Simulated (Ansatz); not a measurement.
`CO[SiH](O)F` → CH₃OH + `O[Si]F`  (silylene formation by 1,1-elimination)

Program: Ansatz. Geometries: PBE0-D4/def2-TZVP. ΔE: electronic, gas phase. CCSD(T)/CBS is the MP2 limit (def2-TZVPP, def2-QZVPP) plus CCSD(T) − MP2 in def2-TZVPP, frozen cores. This one scheme is used for every species. Functionals use def2-TZVPP. HSE06 is defined as in plane-wave codes. Each species was taken in one conformer, which may not be the lowest.

CCSD(T)/CBS gives +2.69 eV.

Q: Another level gave +2.59 eV. Which?
A. r2SCAN/def2-TZVPP
B. B97M-V/def2-TZVPP
C. PBE-D4/def2-TZVPP
D. HSE06/def2-TZVPP

A: D. HSE06 2.59, PBE-D4 2.44, B97M-V 2.68, r2SCAN 2.80 eV.

Q: What do rigid-rotor, harmonic-oscillator terms from PBE0-D4/def2-TZVP frequencies (298.15 K, 1 bar) make of the CCSD(T)/CBS value? (Estimate.)

A: Ansatz gave: ΔZPE = -0.03 eV, ΔH = +2.68 eV, ΔS = 155 J/(mol·K), ΔG = +2.20 eV.

Largest T1 diagnostic among the species: 0.015.

From BLYP to BHLYP (50 % exact exchange), in def2-TZVPP and without D4, ΔE moves by +0.53 eV. The D4 term adds +0.13 eV with B3LYP and +0.07 eV with PBE0; it sums over pairs of atoms, weighted by their polarisabilities, and B3LYP, whose exchange is more repulsive, gets the larger term. At CCSD(T), def2-SVP lies −0.20 eV from the extrapolated value and def2-TZVPP −0.03 eV.

B3LYP here is the variant with VWN-RPA as its local correlation; programs differ in this.
